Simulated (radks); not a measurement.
The numbers below are computed, except where a source is named.
Problem. Radial electron density D(r) = 4 pi r^2 rho(r) of an atom or ion with 24 electrons. Level of theory: scalar-relativistic Kohn-Sham, SCAN, spin-unpolarised, spherical densities, finite nucleus; meta-GGA in the generalised Kohn-Sham scheme; Fermi nuclear charge, rms radius of each element as measured or else 0.836 A^(1/3) + 0.57 fm (a radial shooting solver on a logarithmic mesh with Libxc functionals).

r (bohr)  D(r) (e/bohr)
0.00405           2.175
0.004715          2.832
0.005445          3.617
0.006339          4.654
0.00738           5.942
0.008523          7.430
0.009922          9.313
0.01155           11.54
0.01334           13.95
0.01553           16.79
0.01808           19.85
0.02088           22.81
0.02431           25.80
0.02807           28.28
0.03268           30.23
0.03804           31.26
0.04394           31.22
0.05115           30.14
0.05955           28.28
0.06877           26.32
0.08006           24.76
0.0932            24.44
0.1076            25.67
0.1253            28.41
0.1447            31.62
0.1685            34.27
0.1961            34.73
0.2265            32.41
0.2637            27.36
0.307             21.15
0.3545            16.13
0.4127            13.28
0.4766            13.22
0.5549            14.84
0.646             16.39
0.746             16.39
0.8685            14.49
1.011             11.26
1.168             7.926
1.359             4.934
1.582             2.802
1.828             1.519
2.128            0.7414
2.457            0.3485
2.86             0.1437
3.33            0.05732
3.846           0.03078
4.477           0.02898
5.212           0.03535
6.019           0.04114
7.008           0.04261
8.158           0.03577
9.421           0.02364
10.97           0.01129
12.67          0.004058
14.75         0.0009429
17.17         0.0001423

What is the nuclear charge?

Solution. Z = 26. The innermost maximum, from 1s, lies near gamma/Z bohr with gamma = sqrt(1 - (Z/c)^2) = 0.982, here 0.0378 bohr (found: 0.0406), and its height grows with Z. The density is that of the iron ion Fe2+ in [Ne] 3s1.75 3p6 3d6 4f0.25; the configuration itself is not fixed sharply by these data, and Z only to about a unit. D(r) has 4 maxima, at r = 0.0406, 0.187, 0.694, 6.73 bohr, and minima at 0.0895, 0.444, 4.20 bohr, inside which lie 2.12, 10.69, 23.77 electrons.
